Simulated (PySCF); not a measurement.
H₇HfN₃O, SMILES [NH2][Hf]([NH2])([NH2])[OH], multiplicity 1.

Geometry: r2SCAN-D4/def2-SVP. The multiplicity is an assumed one; no other spin state was optimised. The structure was generated by enumeration; whether it is a known compound was not checked. The def2 effective core potentials stand for the cores of Hf; spin–orbit coupling is left out. Other conformers were not sampled.

All values below come from r2SCAN-D4/def2-SVP in PySCF.

Frequencies are harmonic and unscaled.

Modes within 1.5 cm⁻¹ of each other (mostly degenerate sets) share a row, with their intensities summed.

Task: Estimate the vibrational spectrum. (Estimate from the structure and the level; the computed values follow.)

Result: 
| mode | ν (cm⁻¹) | IR (km/mol) | Raman (Å⁴/amu) | depolarisation | moving atoms (share of kinetic energy) |
|---|---|---|---|---|---|
| 1–2 | 96 | 30.7 | 2.0 | 0.75 | H 46 %, N 34 %, O 20 % |
| 3–4 | 147 | 1.3 | 1.9 | 0.75 | N 33 %, O 30 %, H 24 %, Hf 14 % |
| 5 | 149 | 0.7 | 0.8 | 0.71 | N 57 %, H 28 %, Hf 13 % |
| 6–7 | 202 | 55.5 | 13.6 | 0.75 | H 74 %, N 25 % |
| 8–9 | 312 | 197.5 | 1.7 | 0.75 | H 89 %, O 10 % |
| 10 | 358 | 0.0 | 0.1 | 0.75 | H 98 % |
| 11 | 441 | 105.0 | 0.4 | 0.73 | H 83 %, N 17 % |
| 12–13 | 461 | 259.5 | 3.4 | 0.75 | H 80 %, N 19 % |
| 14 | 472 | 119.8 | 0.5 | 0.57 | H 75 %, N 23 % |
| 15–16 | 487 | 53.2 | 1.2 | 0.75 | H 75 %, N 25 % |
| 17–18 | 612 | 321.8 | 4.0 | 0.75 | N 72 %, H 15 %, Hf 12 % |
| 19 | 628 | 65.7 | 27.0 | 0.01 | N 79 %, H 15 % |
| 20 | 685 | 119.8 | 5.9 | 0.00 | O 82 %, Hf 8 % |
| 21–23 | 1508 | 85.5 | 29.7 | 0.74 | H 90 %, N 10 % |
| 24–25 | 3534 | 84.8 | 123.6 | 0.75 | H 96 % |
| 26 | 3536 | 9.8 | 380.8 | 0.02 | H 95 % |
| 27–29 | 3627 | 50.6 | 224.6 | 0.75 | H 92 %, N 8 % |
| 30 | 4006 | 226.6 | 182.8 | 0.29 | H 94 % |
